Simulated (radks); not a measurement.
The numbers below are computed, except where a source is named.
The xenon ion Xe2+ inside a hard spherical wall (all orbitals vanish at R), configuration held at [Kr] 4d10 5s2 5p4 and not refilled when levels cross. Level of theory: scalar-relativistic Kohn-Sham, PBEsol, spin-polarised, spherical densities, finite nucleus; open shells are filled with parallel spins first (spin-orbit coupling, left out, can overturn this in heavy ions); Fermi nuclear charge, rms radius 4.7859 fm (a radial shooting solver on a logarithmic mesh with Libxc functionals). Eigenvalues in eV for spin up, with the zero of energy where the potential of the charges vanishes at infinity; a dash marks a level that is unbound or too diffuse for the functional's potential to be trusted. A positive occupied level is held by the wall or, in an anion where self-interaction has pushed it up, behind a barrier. The pressure on the wall is -dE/dV.

| R (bohr) | E (hartree) | kinetic (hartree) | e(4p) | e(4d) | e(5s) | e(5p) | e(5d, empty) | e(6s, empty) | pressure (GPa) |
|---|---|---|---|---|---|---|---|---|---|
| free | -7442.75966 | 7825.821 | -162.45 | -80.662 | -40.037 | -27.361 | -12.119 | -11.552 | 0 |
| 20 | -7442.75966 | 7825.821 | -162.45 | -80.662 | -40.037 | -27.361 | -12.119 | -11.552 | < 0.0001 |
| 15 | -7442.75966 | 7825.821 | -162.45 | -80.662 | -40.037 | -27.361 | -12.119 | -11.552 | < 0.0001 |
| 10 | -7442.75966 | 7825.821 | -162.45 | -80.662 | -40.037 | -27.361 | -12.118 | -11.538 | < 0.0001 |
| 7 | -7442.75948 | 7825.824 | -162.44 | -80.653 | -40.030 | -27.353 | -12.007 | -10.985 | 0.0198 |
| 6 | -7442.75783 | 7825.844 | -162.38 | -80.593 | -39.984 | -27.303 | -11.700 | -9.793 | 0.273 |
| 5 | -7442.74221 | 7825.996 | -161.99 | -80.214 | -39.698 | -26.972 | -10.590 | -6.204 | 3.60 |
| 3 | -7441.49147 | 7832.729 | -152.13 | -70.734 | -30.497 | -15.093 | 10.155 | 46.461 | 703 |
| 1.5 | -7394.53649 | 7997.834 | -64.798 | 20.567 | 170.13 | 211.83 | 273.94 | 604.18 | 151000 |
